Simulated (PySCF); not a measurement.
A run for PySCF: R-B3LYP/6-311+G** on AlH4NO2 (SMILES [NH2][Al]([OH])[OH]), a point of a torsion scan.

```python
from pyscf import gto, scf, dft, mp
from pyscf.data.elements import chemcore

mol = gto.M(
    atom='''
    N     1.37248873   -0.07968312    0.15426843
    Al   -0.37208569    0.06173672   -0.15081688
    O    -1.15438961   -1.34420345   -0.51070154
    O    -1.18215096    1.50072913   -0.08530046
    H     1.99631921    0.67214172    0.39583246
    H     1.87005514   -0.95287617    0.11549257
    H    -1.93203039   -1.83483822   -0.73117861
    H    -1.21190486    2.43578317    0.04480752
    ''',
    basis='6-311+g**',
    charge=0, spin=0, verbose=3, max_memory=1800)
mf = dft.RKS(mol, xc='b3lyp')
mf.conv_tol = 1e-8
mf.max_cycle = 100
mf.kernel()
if not mf.converged:
    mf = mf.newton().run(mf.mo_coeff, mf.mo_occ)
```

It printed:

```
converged SCF energy = -450.287480292551
```

The run converged.

Cost: roughly 15 core-seconds.
